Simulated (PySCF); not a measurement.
PySCF job for Al(Me)2(SH) (C2H7AlS), SMILES [CH3][Al]([SH])[CH3], PBE-D3(BJ)/def2-SVP. Geometry optimised at PBE-D3(BJ)/def2-SVP. The geometry has at least one imaginary mode, so it is a saddle point at that level. The values are those of a single conformer.

```python
import numpy as np
from pyscf import gto, scf, dft, df
from pyscf.hessian import thermo

mol = gto.M(
    atom='''
    Al   -0.33273676    0.25209190   -0.06932073
    C    -2.11140300   -0.55145247   -0.26720017
    H    -2.10074004   -1.65638830   -0.17852447
    H    -2.55263743   -0.29380969   -1.25421376
    H    -2.81010909   -0.15555478    0.50115351
    C     0.05490005    2.17784045   -0.16906142
    H     0.76525835    2.40276311   -0.99327570
    H     0.53062213    2.54275724    0.76627497
    H    -0.85942509    2.78265922   -0.33956209
    S     1.33777801   -1.15494248    0.29147266
    H     2.28717871   -0.17886954    0.35332403
    ''',
    basis='def2-SVP',
    charge=0,
    spin=0,
    max_memory=1600,
    verbose=3,
)
mf = dft.RKS(mol, xc='pbe').density_fit(auxbasis='def2-universal-jkfit')
mf.disp = 'd3bj'
mf.grids.level = 3
mf.conv_tol = 1e-11
mf.max_cycle = 100
mf.kernel()

# [left out here: the lines that compute and print the analytic Hessian (its translational invariance restored by hand, since the grid's response is missing), thermochemistry and intensities]
```

Program output:

```
[...]
Mode                                 6                   7                   8
Irrep
Freq [cm^-1]                      423.3782            560.9872            564.3001
Reduced mass [au]                   6.4489              1.2353              1.1751
Force const [Dyne/A]                0.6811              0.2290              0.2205
Char temp [K]                     609.1470            807.1357            811.9022
Normal mode                   x     y     z       x     y     z       x     y     z
       0  Al                -0.06  0.05 -0.01   -0.03  0.03 -0.01    0.00 -0.00 -0.00
       1   C                -0.10 -0.03 -0.01    0.06 -0.01  0.01   -0.01  0.01  0.08
       2   H                -0.00 -0.03  0.00   -0.19 -0.01 -0.02    0.02 -0.02 -0.19
       3   H                -0.13 -0.09 -0.02    0.13  0.15  0.02    0.40  0.16 -0.08
       4   H                -0.13 -0.09 -0.01    0.14  0.15 -0.00   -0.36 -0.17 -0.16
       5   C                 0.01  0.11 -0.01   -0.07 -0.05 -0.01    0.01 -0.01 -0.08
       6   H                 0.03  0.07  0.00    0.06 -0.28  0.05    0.07  0.41  0.10
       7   H                 0.03  0.06 -0.00    0.07 -0.28  0.01   -0.11 -0.39  0.14
       8   H                 0.05  0.17 -0.01    0.15  0.27 -0.00   -0.03  0.02  0.20
       9   S                 0.09 -0.07  0.02    0.01  0.01  0.00    0.00  0.00 -0.00
      10   H                 0.10 -0.08  0.02    0.46 -0.44  0.10   -0.01  0.00  0.14
Mode                                 9                  10                  11
Irrep
Freq [cm^-1]                      588.9458            623.6145            661.8378
Reduced mass [au]                   2.5568              1.5992              1.3915
Force const [Dyne/A]                0.5225              0.3664              0.3591
Char temp [K]                     847.3618            897.2424            952.2372
Normal mode                   x     y     z       x     y     z       x     y     z
       0  Al                -0.06  0.06 -0.01   -0.04 -0.04 -0.00   -0.01  0.00  0.06
       1   C                 0.08  0.10  0.00    0.11 -0.01  0.02    0.01 -0.01 -0.09
       2   H                 0.45  0.10  0.06   -0.14 -0.01 -0.02   -0.03  0.01  0.18
       3   H                 0.00 -0.11 -0.01    0.18  0.17  0.03   -0.37 -0.12  0.06
       4   H                -0.01 -0.11  0.02    0.19  0.17  0.00    0.34  0.14  0.15
       5   C                -0.03 -0.12  0.00   -0.04  0.10 -0.01    0.01 -0.01 -0.09
       6   H                -0.03 -0.13  0.01    0.07 -0.06  0.03    0.08  0.39  0.09
       7   H                -0.03 -0.14  0.01    0.07 -0.06 -0.00   -0.11 -0.36  0.12
       8   H                -0.03 -0.12  0.01    0.15  0.37 -0.01   -0.03  0.01  0.18
       9   S                 0.03 -0.03  0.01    0.00 -0.03  0.00    0.00 -0.00 -0.01
      10   H                -0.17  0.17 -0.04   -0.38  0.36 -0.09    0.01 -0.00 -0.03
Mode                                12                  13                  14
Irrep
Freq [cm^-1]                      710.9701            727.0858           1163.0406
Reduced mass [au]                   2.1712              1.7783              1.2415
Force const [Dyne/A]                0.6466              0.5539              0.9895
Char temp [K]                    1022.9277           1046.1146           1673.3565
Normal mode                   x     y     z       x     y     z       x     y     z
       0  Al                 0.10  0.05  0.01    0.01 -0.09  0.01    0.00  0.01 -0.00
       1   C                -0.09 -0.03 -0.01   -0.01  0.10 -0.01   -0.02 -0.01 -0.00
       2   H                -0.08 -0.03 -0.01    0.47  0.10  0.06    0.05 -0.01  0.01
       3   H                -0.13 -0.07 -0.01   -0.12 -0.21 -0.04    0.05  0.03 -0.02
       4   H                -0.12 -0.07 -0.02   -0.12 -0.20  0.03    0.04  0.04  0.02
       5   C                -0.09 -0.04 -0.01   -0.05  0.07 -0.01   -0.03 -0.13  0.01
       6   H                 0.07 -0.28  0.06    0.07 -0.06  0.04   -0.02  0.49  0.15
       7   H                 0.07 -0.29  0.01    0.07 -0.07 -0.01    0.03  0.46 -0.23
       8   H                 0.13  0.28 -0.00    0.13  0.33 -0.01    0.30  0.41  0.01
       9   S                -0.01 -0.01  0.00   -0.01  0.02 -0.00    0.00 -0.00  0.00
      10   H                -0.24  0.23 -0.05    0.15 -0.15  0.03   -0.00  0.00 -0.00
Mode                                15                  16                  17
Irrep
Freq [cm^-1]                     1163.5767           1373.3684           1375.8009
Reduced mass [au]                   1.2378              1.0492              1.0540
Force const [Dyne/A]                0.9874              1.1659              1.1755
Char temp [K]                    1674.1278           1975.9713           1979.4711
Normal mode                   x     y     z       x     y     z       x     y     z
       0  Al                -0.01 -0.00 -0.00   -0.00  0.00 -0.00   -0.00 -0.00 -0.00
       1   C                 0.12  0.05  0.01   -0.02  0.06 -0.01    0.01 -0.01 -0.05
       2   H                -0.50  0.02 -0.07   -0.36  0.03 -0.05   -0.05  0.04  0.57
       3   H                -0.42 -0.25  0.15    0.37 -0.41 -0.29    0.04  0.41  0.06
       4   H                -0.36 -0.28 -0.23    0.26 -0.37  0.45   -0.11 -0.32  0.02
       5   C                -0.00 -0.01  0.00   -0.01  0.00 -0.00   -0.03  0.01  0.01
       6   H                -0.00  0.06  0.02    0.07  0.02  0.07    0.18  0.11  0.21
       7   H                 0.00  0.06 -0.03    0.09  0.00 -0.05    0.38 -0.06 -0.17
       8   H                 0.04  0.05  0.00   -0.03 -0.04 -0.01   -0.10 -0.16 -0.17
       9   S                 0.00 -0.00  0.00   -0.00 -0.00  0.00    0.00  0.00  0.00
      10   H                 0.01 -0.01  0.00   -0.01  0.01 -0.00    0.00 -0.00  0.00
Mode                                18                  19                  20
Irrep
Freq [cm^-1]                     1375.9567           1377.9625           2616.1496
Reduced mass [au]                   1.0522              1.0519              1.0382
Force const [Dyne/A]                1.1737              1.1768              4.1865
Char temp [K]                    1979.6953           1982.5812           3764.0568
Normal mode                   x     y     z       x     y     z       x     y     z
       0  Al                 0.00  0.00 -0.00    0.00 -0.00 -0.01   -0.00 -0.00 -0.00
       1   C                 0.00  0.01 -0.03    0.00 -0.00 -0.02    0.00  0.00 -0.00
       2   H                -0.09  0.03  0.36   -0.04  0.02  0.22    0.00  0.00  0.00
       3   H                 0.09  0.18 -0.02    0.04  0.13  0.01   -0.00  0.00  0.00
       4   H                -0.03 -0.27  0.09   -0.03 -0.14  0.03   -0.00  0.00 -0.00
       5   C                 0.04 -0.01  0.02    0.01 -0.01 -0.06    0.00 -0.00  0.00
       6   H                -0.44  0.01 -0.39    0.26 -0.32  0.09    0.00  0.00 -0.00
       7   H                -0.39 -0.08  0.26   -0.33  0.33  0.00    0.00  0.00  0.00
       8   H                 0.21  0.22 -0.15   -0.08  0.07  0.67   -0.00 -0.00 -0.00
       9   S                -0.00 -0.00  0.00   -0.00  0.00  0.00   -0.02 -0.02 -0.00
      10   H                -0.00  0.00  0.00    0.00 -0.00 -0.01    0.69  0.70  0.05
Mode                                21                  22                  23
Irrep
Freq [cm^-1]                     2962.3294           2963.3452           3048.9044
Reduced mass [au]                   1.0365              1.0362              1.0986
Force const [Dyne/A]                5.3592              5.3611              6.0167
Char temp [K]                    4262.1325           4263.5940           4386.6947
Normal mode                   x     y     z       x     y     z       x     y     z
       0  Al                 0.00  0.00  0.00    0.00 -0.00  0.00    0.00 -0.00 -0.00
       1   C                -0.04 -0.01 -0.01   -0.02 -0.00 -0.00    0.01 -0.01 -0.09
       2   H                -0.02  0.42 -0.04   -0.01  0.22 -0.02    0.00  0.00 -0.02
       3   H                 0.20 -0.13  0.48    0.10 -0.07  0.25    0.28 -0.16  0.59
       4   H                 0.33 -0.20 -0.38    0.17 -0.10 -0.19   -0.43  0.24  0.46
       5   C                -0.01 -0.02  0.00    0.01  0.04 -0.00    0.00 -0.00 -0.00
       6   H                 0.17  0.05 -0.20   -0.33 -0.09  0.39   -0.01 -0.00  0.01
       7   H                 0.11  0.08  0.23   -0.22 -0.16 -0.44    0.00  0.00  0.01
       8   H                -0.20  0.12 -0.04    0.40 -0.24  0.07    0.00 -0.00 -0.00
       9   S                 0.00 -0.00  0.00   -0.00 -0.00 -0.00    0.00 -0.00 -0.00
      10   H                -0.00 -0.00 -0.00    0.00  0.00 -0.00    0.00 -0.00 -0.00
Mode                                24                  25                  26
Irrep
Freq [cm^-1]                     3053.8319           3067.9728           3075.4586
Reduced mass [au]                   1.0989              1.1014              1.1012
Force const [Dyne/A]                6.0382              6.1078              6.1366
Char temp [K]                    4393.7842           4414.1298           4424.9002
Normal mode                   x     y     z       x     y     z       x     y     z
       0  Al                 0.00 -0.00 -0.00   -0.00  0.00 -0.00   -0.00  0.00 -0.00
       1   C                -0.00  0.00  0.00   -0.00  0.00 -0.00   -0.03  0.08 -0.01
       2   H                -0.00  0.00  0.00   -0.00 -0.01  0.00    0.01 -0.83  0.07
       3   H                -0.00  0.00 -0.01    0.00 -0.00  0.00    0.13 -0.06  0.29
       4   H                 0.01 -0.00 -0.01    0.00 -0.00 -0.00    0.20 -0.10 -0.23
       5   C                 0.01 -0.01 -0.09   -0.08  0.02 -0.01    0.00 -0.00  0.00
       6   H                -0.44 -0.14  0.49    0.21  0.07 -0.26   -0.00 -0.00  0.00
       7   H                 0.29  0.22  0.55    0.15  0.13  0.32   -0.00 -0.00 -0.00
       8   H                -0.01  0.01 -0.02    0.66 -0.44  0.12   -0.00  0.00 -0.00
       9   S                -0.00  0.00  0.00    0.00 -0.00  0.00    0.00 -0.00  0.00
      10   H                 0.00 -0.00 -0.00    0.00 -0.00  0.00   -0.00 -0.00 -0.00
temperature 298.1500 [K]
pressure 101325.00 [Pa]
Rotational constants [GHz] 4.79341 2.92215 1.85807
Symmetry number 1
Zero-point energy (ZPE) 0.07810 [Eh]   205056.536 [J/mol]
                           tot       elec      trans        rot        vib
Entropy [J/mol/K]       352.468      0.000    164.883    112.613     74.972
Cv [J/mol/K]            102.182      0.000     12.472     12.472     77.239
Cp [J/mol/K]            110.497      0.000     20.786     12.472     77.239
Internal energy [J/mol]                      3718.434   3718.434 216993.656
Internal energy [Eh]   -720.33492  -720.42040
Enthalpy [J/mol]                             6197.391   3718.434 216993.656
Enthalpy [Eh]          -720.33398
Gibbs free energy [J/mol]                  -42962.358 -29857.242 194640.748
Gibbs free energy [Eh] -720.37400
mode   freq/cm-1   IR/(km/mol)
   1      -36.83         0.000
   2       54.07         0.041
   3      141.84         6.234
   4      151.98         2.454
   5      169.94         5.309
   6      286.12        17.823
   7      423.38        12.414
   8      560.99         6.306
   9      564.30         0.307
  10      588.95        24.164
  11      623.61         6.581
  12      661.84        61.883
  13      710.97        99.280
  14      727.09       150.406
  15     1163.04        23.694
  16     1163.58        17.269
  17     1373.37         0.687
  18     1375.80         0.834
  19     1375.96         0.339
  20     1377.96         4.096
  21     2616.15         1.496
  22     2962.33         3.112
  23     2963.35         1.609
  24     3048.90         4.155
  25     3053.83         3.100
  26     3067.97         6.242
  27     3075.46         3.765
max |gradient| / (hartree/bohr): 4.575337663911724e-05
APT charges: [ 1.2131 -0.4264  0.0188  0.0158  0.0157 -0.4262  0.0139  0.0138  0.0114
 -0.492   0.0421]
```

The run converged. The end point has an imaginary mode, so it is no minimum.
